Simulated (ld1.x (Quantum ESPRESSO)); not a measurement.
**Ag (Z = 47), ultrasoft: configuration errors across variants**

- Element: Ag (Z = 47)
- Generator: ld1.x (Quantum ESPRESSO) 7.5
- Type: ultrasoft
- Functional: revPBE
- Relativity: scalar-relativistic
- Frozen core: [Ar] 3d10
- Valence charge: 19
- Reference configuration: 4s2 4p6 4d10 5s1 5p0
- Partial waves: 4s (bound): rcut 1.25, rcutus 1.70 bohr; 5s (bound): rcut 1.25, rcutus 1.70 bohr; 4p (bound): rcut 1.60, rcutus 1.70 bohr; 5p (bound, empty): rcut 1.60, rcutus 1.70 bohr; 4d (bound): rcut 0.95, rcutus 1.15 bohr; 4d channel at 0.15 Ry: rcut 0.95, rcutus 1.15 bohr; 4f channel at 0.45 Ry: rcut 1.40, rcutus 1.50 bohr
- Local potential: all-electron potential smoothed inside 1.70 bohr (lloc = -1)
- Core correction: none
- Augmentation charge: PSQ, inside the norm-conserving radii

All-electron excitation energies from the reference (eV): (1) 4s2 4p6 4d10 5s0 5p0 7.618; (2) 4s2 4p6 4d9 5s0 5p0 29.641; (3) 4s2 4p6 4d8 5s0 5p0 65.754; (4) 4s2 4p6 4d9 5s2 5p0 4.131; (5) 4s1 4p6 4d10 5s1 5p0 101.988; (6) 4s2 4p6 4d9 5s1 5p0 13.087; (7) 4s2 4p6 4d10 5s0 5p1 3.817.

The overlap operator is not positive definite (basis up to 400 Ry) in “base”, “waves 4s (bound): rcut 1.18, rcutus 1.26 bohr; 5s (bound): rcut 1.18, rcutus 1.26 bohr”, “waves 4d (bound): rcut 0.90, rcutus 0.96 bohr; 4d channel at 0.15 Ry: rcut 0.90, rcutus 0.96 bohr”, “added wave 4f channel at 1.45 Ry: rcut 1.40, rcutus 1.50 bohr”, “waves 4p (bound): rcut 1.32, rcutus 1.40 bohr; 5p (bound): rcut 1.32, rcutus 1.40 bohr”, “wave 4d channel at 0.15 Ry: rcut 0.95, rcutus 1.15 bohr becomes 4d channel at -0.16 Ry: rcut 0.95, rcutus 1.15 bohr”, “wave 4f channel at 0.45 Ry: rcut 1.40, rcutus 1.50 bohr becomes 4f channel at 0.45 Ry: rcut 1.40, rcutus 2.00 bohr”. Such files are unfit for use, however small their errors in these radial tests.

4 further variants failed, have other tests or another functional or relativity, and are left out.

Errors AE − PS in meV (a dash: test not solved or not reliable):

```tsv
change	(1)	(2)	(3)	(4)	(5)	(6)	(7)	bound ghosts
base	-2.1	-6.7	-43	-4.6	-112	-4.5	-3.6	not determined (overlap not positive)
waves 4s (bound): rcut 1.18, rcutus 1.26 bohr; 5s (bound): rcut 1.18, rcutus 1.26 bohr	-2.1	-7.0	-49	-5.0	-123	-4.5	-3.4	not determined (overlap not positive)
waves 4d (bound): rcut 0.90, rcutus 0.96 bohr; 4d channel at 0.15 Ry: rcut 0.90, rcutus 0.96 bohr	-1.9	-7.4	-54	-5.6	-71	-5.7	-2.7	not determined (overlap not positive)
added wave 4f channel at 1.45 Ry: rcut 1.40, rcutus 1.50 bohr	-2.1	-6.7	-43	-4.6	-112	-4.5	-3.6	not determined (overlap not positive)
waves 4p (bound): rcut 1.32, rcutus 1.40 bohr; 5p (bound): rcut 1.32, rcutus 1.40 bohr	-1.6	-2.5	-0.9	+1.5	-56	+0.2	-0.9	not determined (overlap not positive)
wave 4d channel at 0.15 Ry: rcut 0.95, rcutus 1.15 bohr becomes 4d channel at -0.16 Ry: rcut 0.95, rcutus 1.15 bohr	-2.1	-6.4	-41	-4.4	-111	-4.2	-3.6	not determined (overlap not positive)
wave 4f channel at 0.45 Ry: rcut 1.40, rcutus 1.50 bohr becomes 4f channel at 0.45 Ry: rcut 1.40, rcutus 2.00 bohr	-2.1	-6.7	-43	-4.6	-112	-4.5	-3.6	not determined (overlap not positive)
```

(1) Give the same row for: local potential all-electron potential smoothed inside 1.38 bohr (lloc = -1).

Answers

(1) -2.1, -7.4, -48, -5.0, -110, -4.9, -3.0; bound ghosts: not determined (overlap not positive). Its overlap operator is not positive definite in a basis up to 400 Ry (lowest eigenvalue p -0.27), so the file is unfit for use: the generalised eigenproblem breaks down once the basis is large enough, and its test numbers describe a broken file.
